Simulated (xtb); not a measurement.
xtb input (GFN1-xTB):

```bash
xtb mol.xyz --gfn 1 --sp --chrg 0 --uhf 0
```
mol.xyz:
```
3

Ge    -0.00794673     0.00413188     0.72662065
Cl     1.09912663     1.29182120    -0.67930737
Cl    -1.08416808    -1.29959887    -0.68844914
```

Output:

```
           -------------------------------------------------
          |                Calculation Setup                |
           -------------------------------------------------

           -------------------------------------------------
          |                 G F N 1 - x T B                 |
           -------------------------------------------------

        Reference                      10.1021/acs.jctc.7b00118
      * Hamiltonian:
        H0-scaling (s, p, d)           1.850000    2.250000    2.000000
        zeta-weighting                 0.000000
      * Dispersion:
        s8                             2.400000
        a1                             0.630000
        a2                             5.000000
        s9                             0.000000
      * Repulsion:
        kExp                           1.500000
        rExp                           1.000000
      * Coulomb:
        alpha                          2.000000
        third order                    atomic
        anisotropic                    false
      * Halogen bond correction:
        rad-scale                      1.300000
        damping                        0.440000

          ...................................................
          :                      SETUP                      :
          :.................................................:
          :  # basis functions                  30          :
          :  # atomic orbitals                  27          :
          :  # shells                            9          :
          :  # electrons                        18          :
          :  # halogen bonds                     0          :
          :  max. iterations                   250          :
          :  Hamiltonian                  GFN1-xTB          :
          :  restarted?                      false          :
          :  GBSA solvation                  false          :
          :  PC potential                    false          :
          :  electronic temp.          300.0000000     K    :
          :  accuracy                    1.0000000          :
          :  -> integral cutoff          0.2500000E+02      :
          :  -> integral neglect         0.1000000E-07      :
          :  -> SCF convergence          0.1000000E-05 Eh   :
          :  -> wf. convergence          0.2000000E-04 e    :
          :  Broyden damping             0.4000000          :
          :  net charge                          0          :
          :  unpaired electrons                  0          :
          ...................................................

 iter      E             dE          RMSdq      gap      omega  full diag
   1    -10.2047668 -0.102048E+02  0.493E+00    3.15       0.0  T
   2    -10.2397558 -0.349890E-01  0.334E+00    2.75       1.0  T
   3    -10.2528381 -0.130823E-01  0.120E+00    2.78       1.0  T
   4    -10.2537976 -0.959513E-03  0.280E-01    2.64       1.0  T
   5    -10.2537177  0.799115E-04  0.215E-01    2.65       1.0  T
   6    -10.2538962 -0.178553E-03  0.207E-02    2.65       2.8  T
   7    -10.2538974 -0.116995E-05  0.100E-03    2.65      57.5  T
   8    -10.2538974  0.205946E-08  0.963E-04    2.65      60.0  T
   9    -10.2538974 -0.260485E-08  0.594E-06    2.65    9722.9  T
  10    -10.2538974 -0.603961E-13  0.260E-06    2.65   22201.7  T

   *** convergence criteria satisfied after 10 iterations ***

         #    Occupation            Energy/Eh            Energy/eV
      -------------------------------------------------------------
         1        2.0000           -0.8797972             -23.9405
       ...           ...                  ...                  ...
         3        2.0000           -0.5425120             -14.7625
         4        2.0000           -0.4842194             -13.1763
         5        2.0000           -0.4726783             -12.8622
         6        2.0000           -0.4693639             -12.7720
         7        2.0000           -0.4596263             -12.5071
         8        2.0000           -0.4480178             -12.1912
         9        2.0000           -0.3961206             -10.7790 (HOMO)
        10                         -0.2987691              -8.1299 (LUMO)
        11                         -0.1699649              -4.6250
        12                         -0.1679759              -4.5709
        13                         -0.0770073              -2.0955
        14                         -0.0600440              -1.6339
       ...                                ...                  ...
        27                          0.1669890               4.5440
      -------------------------------------------------------------
                  HL-Gap            0.0973515 Eh            2.6491 eV
             Fermi-level           -0.3474449 Eh           -9.4545 eV

 SCC (total)                   0 d,  0 h,  0 min,  0.007 sec
 SCC setup                      ...        0 min,  0.000 sec (  1.823%)
 Dispersion                     ...        0 min,  0.000 sec (  1.076%)
 classical contributions        ...        0 min,  0.000 sec (  1.170%)
 integral evaluation            ...        0 min,  0.002 sec ( 27.840%)
 iterations                     ...        0 min,  0.002 sec ( 34.560%)
 molecular gradient             ...        0 min,  0.002 sec ( 29.751%)
 printout                       ...        0 min,  0.000 sec (  3.531%)

         :::::::::::::::::::::::::::::::::::::::::::::::::::::
         ::                     SUMMARY                     ::
         :::::::::::::::::::::::::::::::::::::::::::::::::::::
         :: total energy             -10.248548448388 Eh    ::
         :: gradient norm              0.016514219736 Eh/a0 ::
         :: HOMO-LUMO gap              2.649068082724 eV    ::
         ::.................................................::
         :: SCC energy               -10.253897405325 Eh    ::
         :: -> electrostatic           0.008075607041 Eh    ::
         :: repulsion energy           0.006471963686 Eh    ::
         :: dispersion energy         -0.001123006748 Eh    ::
         :: halogen bond corr.         0.000000000000 Eh    ::
         :: add. restraining           0.000000000000 Eh    ::
         :: total charge               0.000000000000 e     ::
         :::::::::::::::::::::::::::::::::::::::::::::::::::::

           -------------------------------------------------
          |                Property Printout                |
           -------------------------------------------------

    * Orbital Energies and Occupations

         #    Occupation            Energy/Eh            Energy/eV
      -------------------------------------------------------------
         1        2.0000           -0.8797972             -23.9405
         2        2.0000           -0.8797565             -23.9394
         3        2.0000           -0.5425120             -14.7625
         4        2.0000           -0.4842194             -13.1763
         5        2.0000           -0.4726783             -12.8622
         6        2.0000           -0.4693639             -12.7720
         7        2.0000           -0.4596263             -12.5071
         8        2.0000           -0.4480178             -12.1912
         9        2.0000           -0.3961206             -10.7790 (HOMO)
        10                         -0.2987691              -8.1299 (LUMO)
        11                         -0.1699649              -4.6250
        12                         -0.1679759              -4.5709
        13                         -0.0770073              -2.0955
        14                         -0.0600440              -1.6339
        15                         -0.0597730              -1.6265
        16                         -0.0196821              -0.5356
Note: The following floating-point exceptions are signalling: IEEE_DENORMAL
normal termination of xtb
        17                         -0.0173709              -0.4727
        18                         -0.0154210              -0.4196
        19                         -0.0130296              -0.3546
        20                         -0.0128657              -0.3501
       ...                                ...                  ...
        27                          0.1669890               4.5440
      -------------------------------------------------------------
                  HL-Gap            0.0973515 Eh            2.6491 eV
             Fermi-level           -0.3474449 Eh           -9.4545 eV

  Mulliken/CM5 charges         n(s)   n(p)   n(d)
     1Ge    0.45873  0.43639   1.763  1.390  0.389
     2Cl   -0.22937 -0.21819   1.949  5.282 -0.001
     3Cl   -0.22937 -0.21819   1.949  5.282 -0.001

Wiberg/Mayer (AO) data.
largest (>0.10) Wiberg bond orders for each atom

 ---------------------------------------------------------------------------
     #   Z sym  total        # sym  WBO       # sym  WBO       # sym  WBO
 ---------------------------------------------------------------------------
     1  32 Ge   2.517 --     3 Cl   1.259     2 Cl   1.259
     2  17 Cl   1.288 --     1 Ge   1.259
     3  17 Cl   1.288 --     1 Ge   1.259
 ---------------------------------------------------------------------------

Topologies differ in total number of bonds
Writing topology from bond orders to xtbtopo.mol

 dipole moment from electron density (au)
     X       Y       Z
  -0.0120   0.0063   1.1006  total (Debye):    2.798

           -------------------------------------------------
          | TOTAL ENERGY              -10.248548448388 Eh   |
          | GRADIENT NORM               0.016514219736 Eh/α |
          | HOMO-LUMO GAP               2.649068082724 eV   |
           -------------------------------------------------

------------------------------------------------------------------------
------------------------------------------------------------------------
 total:
 SCF:
```
